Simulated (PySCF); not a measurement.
Radial density of Sr²⁺ (strontium, charge +2)

UHF, [Kr], closed-shell 1S. Calculation: PySCF 2.14, in cc-pVDZ-X2C; scalar relativity by spin-free X2C-1e.

| r (bohr) | 4πr²ρ (e/bohr) |
| --- | --- |
| 0.0286 | 47.60 |
| 0.0481 | 40.36 |
| 0.0809 | 46.61 |
| 0.136 | 56.43 |
| 0.229 | 34.25 |
| 0.385 | 41.57 |
| 0.648 | 20.39 |
| 1.09 | 7.531 |
| 1.83 | 3.978 |
| 3.08 | 0.2678 |
| 5.19 | 0.001158 |
| 8.72 | 1.154e-05 |

Densities and radii are taken from the X2C orbitals without a picture-change correction, which distorts them close to the nucleus.
